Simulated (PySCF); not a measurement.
PySCF job for AgI, SMILES [Ag][I], multiplicity 1, TDDFT-ωB97X/def2-TZVPD. Coordinates come from a B3LYP-D3(BJ)/def2-TZVP optimisation. The multiplicity is an assumed one; other spin states were not compared. The def2 effective core potentials stand for the cores of Ag, I; spin–orbit coupling is left out.

```python
import numpy as np
from pyscf import gto, scf, dft, tdscf

mol = gto.M(
    atom='''
    Ag    0.00000000    0.00000000   -1.37420718
    I     0.00000000    0.00000000    1.21863655
    ''',
    basis='def2-TZVPD',
    ecp={'Ag': 'def2-tzvp', 'I': 'def2-tzvp'},
    charge=0,
    spin=0,
    symmetry=True,
    symmetry_subgroup='C2v',
    max_memory=1600,
    verbose=4,
)
mf = dft.RKS(mol, xc='wb97x').density_fit(auxbasis='def2-universal-jkfit')
mf.grids.level = 3
mf.conv_tol = 1e-9
mf.max_cycle = 100
mf.kernel()
mf.grids = dft.Grids(mol).set(level=1).build(with_non0tab=True)  # coarser grid for the response kernel
td = tdscf.TDDFT(mf)
td.singlet = True
td.nstates = 10
td.conv_tol = 1e-4
td.positive_eig_threshold = 1e-6
td.kernel(x0=td.get_init_guess(mf, 15))
td.analyze()
tt = tdscf.TDA(mf)
tt.singlet = False
tt.nstates = 4
tt.conv_tol = 1e-4
tt.positive_eig_threshold = 1e-6
tt.kernel(x0=tt.get_init_guess(mf, 9))
tt.analyze(verbose=3)
```

Log of the run:

```
PySCF version 2.14.0

[INPUT] verbose = 4
[INPUT] num. atoms = 2
[INPUT] num. electrons = 44
[INPUT] charge = 0
[INPUT] spin (= nelec alpha-beta = 2S) = 0
[INPUT] symmetry True subgroup C2v
[INPUT] Mole.unit = angstrom
[INPUT] Symbol           X                Y                Z      unit          X                Y                Z       unit  Magmom
[INPUT]  1 Ag     0.000000000000   0.000000000000  -1.374207180000 AA    0.000000000000   0.000000000000  -2.596875208611 Bohr   0.0
[INPUT]  2 I      0.000000000000   0.000000000000   1.218636550000 AA    0.000000000000   0.000000000000   2.302889324885 Bohr   0.0

nuclear repulsion = 96.9434340676598
point group symmetry = Coov, use subgroup C2v
symmetry origin: [ 0.00000000e+00  0.00000000e+00 -5.85815087e-09]
symmetry axis x: [1. 0. 0.]
symmetry axis y: [0. 1. 0.]
symmetry axis z: [0. 0. 1.]
num. orbitals of irrep A1 = 43
num. orbitals of irrep A2 = 10
num. orbitals of irrep B1 = 23
num. orbitals of irrep B2 = 23
number of shells = 33
number of NR pGTOs = 169
number of NR cGTOs = 99
basis = def2-TZVPD
ecp = {'Ag': 'def2-tzvp', 'I': 'def2-tzvp'}


[settings echo left out]
init E= -391.034516591097
HOMO (B2) = -1.40769041927467  LUMO (A1) = -0.981597577216629  gap/eV = 11.59458
cycle= 1 E= -442.455385507787  delta_E= -51.4  |g|= 4.05  |ddm|= 19.7
HOMO (B1) = 0.0250824654958204  LUMO (A1) = 0.0295084700273112  gap/eV = 0.12044
cycle= 2 E= -441.555480746572  delta_E=  0.9  |g|= 4.78  |ddm|= 8.17
HOMO (B2) = -0.343301160966175  LUMO (A1) = -0.128491148745772  gap/eV = 5.84528
cycle= 3 E= -444.712015372499  delta_E= -3.16  |g|= 0.813  |ddm|= 4.35
HOMO (B2) = -0.356124886452006  LUMO (A1) = -0.055074392842088  gap/eV = 8.19200
cycle= 4 E= -444.801850815119  delta_E= -0.0898  |g|= 0.276  |ddm|= 0.838
HOMO (B2) = -0.31619481388057  LUMO (A1) = -0.0431758367835595  gap/eV = 7.42922
cycle= 5 E= -444.813281980906  delta_E= -0.0114  |g|= 0.0475  |ddm|= 0.342
HOMO (B1) = -0.32704876365266  LUMO (A1) = -0.0451478863935995  gap/eV = 7.67091
cycle= 6 E= -444.813771492798  delta_E= -0.00049  |g|= 0.017  |ddm|= 0.0663
HOMO (B2) = -0.327470602201334  LUMO (A1) = -0.0466383116826279  gap/eV = 7.64184
cycle= 7 E= -444.813854363212  delta_E= -8.29e-05  |g|= 0.00406  |ddm|= 0.0226
HOMO (B2) = -0.326955076041653  LUMO (A1) = -0.0466677529075019  gap/eV = 7.62701
cycle= 8 E= -444.813869843737  delta_E= -1.55e-05  |g|= 0.00192  |ddm|= 0.00944
HOMO (B2) = -0.326915897197181  LUMO (A1) = -0.0465965394949617  gap/eV = 7.62788
cycle= 9 E= -444.813873503638  delta_E= -3.66e-06  |g|= 0.000835  |ddm|= 0.00437
HOMO (B2) = -0.326848752606253  LUMO (A1) = -0.0465617049285694  gap/eV = 7.62700
cycle= 10 E= -444.813874372364  delta_E= -8.69e-07  |g|= 0.000204  |ddm|= 0.00292
HOMO (B2) = -0.326796172316989  LUMO (A1) = -0.0465734464353167  gap/eV = 7.62525
cycle= 11 E= -444.813874436787  delta_E= -6.44e-08  |g|= 7.43e-05  |ddm|= 0.000917
HOMO (B1) = -0.326811025363866  LUMO (A1) = -0.0465774803690842  gap/eV = 7.62554
cycle= 12 E= -444.813874445036  delta_E= -8.25e-09  |g|= 1.56e-05  |ddm|= 0.000405
HOMO (B2) = -0.326807995163705  LUMO (A1) = -0.0465775644196924  gap/eV = 7.62546
cycle= 13 E= -444.8138744455  delta_E= -4.64e-10  |g|= 5.06e-06  |ddm|= 8.06e-05
HOMO (B1) = -0.326807907768691  LUMO (A1) = -0.0465770653334161  gap/eV = 7.62547
Extra cycle  E= -444.813874445529  delta_E= -2.91e-11  |g|= 3.29e-06  |ddm|= 1.53e-05
converged SCF energy = -444.813874445529
tot grids = 16232
Overwritten attributes  positive_eig_threshold  of <class 'pyscf.tdscf.rks.TDDFT'>


******** <class 'pyscf.tdscf.rks.TDDFT'> for <class 'pyscf.df.df_jk.DFSymAdaptedRKS'> ********
nstates = 10 singlet
deg_eia_thresh = 1.000e-03
wfnsym = None
conv_tol = 0.0001
eigh lindep = 1e-12
eigh level_shift = 0
eigh max_cycle = 100


Excitation energies (eV)
[3.17740355 3.17740355 3.89492164 5.09805971 5.09809976 5.47774826
 5.47774826 5.97298498 5.97298793 5.99529517]

** Singlet excitation energies and oscillator strengths **
Excited State   1:   B2      3.17740 eV    390.21 nm  f=0.0148
      17 -> 23        0.10297
      22 -> 23       -0.68627
Excited State   2:   B1      3.17740 eV    390.21 nm  f=0.0148
      16 -> 23       -0.10297
      21 -> 23        0.68627
Excited State   3:   A1      3.89492 eV    318.32 nm  f=0.1106
      15 -> 23       -0.25782
      20 -> 23       -0.64469
Excited State   4:   A2      5.09806 eV    243.20 nm  f=0.0000
      19 -> 23        0.69679
Excited State   5:   A1      5.09810 eV    243.20 nm  f=0.0000
      18 -> 23       -0.69679
Excited State   6:   B2      5.47775 eV    226.34 nm  f=0.0001
      17 -> 23        0.68303
Excited State   7:   B1      5.47775 eV    226.34 nm  f=0.0001
      16 -> 23       -0.68303
Excited State   8:   A1      5.97298 eV    207.57 nm  f=0.0000
      21 -> 24        0.48230
      22 -> 25       -0.48230
Excited State   9:   A2      5.97299 eV    207.57 nm  f=0.0000
      21 -> 25       -0.48231
      22 -> 24       -0.48231
Excited State  10:   A2      5.99530 eV    206.80 nm  f=0.0000
      21 -> 25        0.48115
      22 -> 24       -0.48115

** Transition electric dipole moments (AU) **
state          X           Y           Z        Dip. S.      Osc.
  1         0.0000     -0.4366     -0.0000      0.1907      0.0148
  2         0.4366     -0.0000      0.0000      0.1907      0.0148
  3        -0.0000      0.0000     -1.0768      1.1595      0.1106
  4         0.0000     -0.0000      0.0000      0.0000      0.0000
  5        -0.0000      0.0000     -0.0000      0.0000      0.0000
  6        -0.0000     -0.0325      0.0000      0.0011      0.0001
  7         0.0325      0.0000      0.0000      0.0011      0.0001
  8        -0.0000      0.0000     -0.0000      0.0000      0.0000
  9         0.0000     -0.0000     -0.0000      0.0000      0.0000
 10         0.0000      0.0000     -0.0000      0.0000      0.0000

WARN: ECP detected. Skipping calculation of transition velocity and magnetic dipole moments, which have not yet been implemented.

Overwritten attributes  positive_eig_threshold  of <class 'pyscf.tdscf.rks.TDA'>


******** <class 'pyscf.tdscf.rks.TDA'> for <class 'pyscf.df.df_jk.DFSymAdaptedRKS'> ********
nstates = 4 triplet
deg_eia_thresh = 1.000e-03
wfnsym = None
conv_tol = 0.0001
eigh lindep = 1e-12
eigh level_shift = 0
eigh max_cycle = 100


Excitation energies (eV)
[2.94880704 2.94880704 3.17783194 4.85257539]

** Triplet excitation energies and oscillator strengths **
Excited State   1:   B2      2.94881 eV    420.46 nm  f=0.0000
Excited State   2:   B1      2.94881 eV    420.46 nm  f=0.0000
Excited State   3:   A1      3.17783 eV    390.15 nm  f=0.0000
Excited State   4:   A2      4.85258 eV    255.50 nm  f=0.0000
```

The run converged.
